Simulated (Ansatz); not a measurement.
Reaction (formal exchange of groups at the Si–Si bond): `[AlH2][CH2][SiH2][SiH3]` + GeH₄ → `[AlH2][CH2][SiH2][GeH3]` + SiH₄

Program: Ansatz. Geometries: PBE0-D4/def2-TZVP. ΔE: electronic, gas phase. CCSD(T)/CBS adds triple-zeta CCSD(T) − MP2 to the extrapolated MP2 energy (def2 sets, frozen cores). This one scheme is used for every species. DFT in def2-TZVPP. B3LYP here is the variant with VWN-RPA as its local correlation; programs differ in this. HSE06 is defined as in plane-wave codes. For Ge outer-core shells are correlated without core-valence functions, which leaves a few kJ/mol of doubt a bond. Scalar relativity is left out up to krypton. Each species was taken in one conformer, which may not be the lowest.

```csv
level,ΔE (kcal/mol),difference from CCSD(T)/CBS
PBE-D4,-3.5,1.6
revPBE-D4,-3.3,1.8
r2SCAN-D4,-4.0,1.1
B97M-V,-2.1,3.0
B3LYP,-4.6,0.5
HSE06,-3.7,1.4
CAM-B3LYP,-4.3,0.8
CCSD/def2-SVP,-4.0,1.1
MP2/def2-TZVPP,-5.6,-0.5
MP2/def2-QZVPP,-5.7,-0.6
CCSD(T)/CBS,-5.1,0
```

(1) What do rigid-rotor, harmonic-oscillator terms from PBE0-D4/def2-TZVP frequencies (298.15 K, 1 bar) make of the CCSD(T)/CBS value? (An estimate is asked.)

Largest T1 diagnostic among the species: 0.012.

Answers

(1) Ansatz gave: ΔZPE = +0.1 kcal/mol, ΔH = -4.9 kcal/mol, ΔS = -2 J/(mol·K), ΔG = -4.8 kcal/mol.

At CCSD(T), def2-SVP lies +1.1 kcal/mol from the extrapolated value and def2-TZVPP +0.2 kcal/mol. Leaving LDA and LC-ωPBE aside and taking each functional with its dispersion term where it has one, the values, not all of them listed here, spread over 2.7 kcal/mol, from B2PLYP to B97M-V.

CCSD(T)/CBS has its own doubt, a few kJ/mol and more with outer-core shells, so smaller differences from it don't rank the levels.
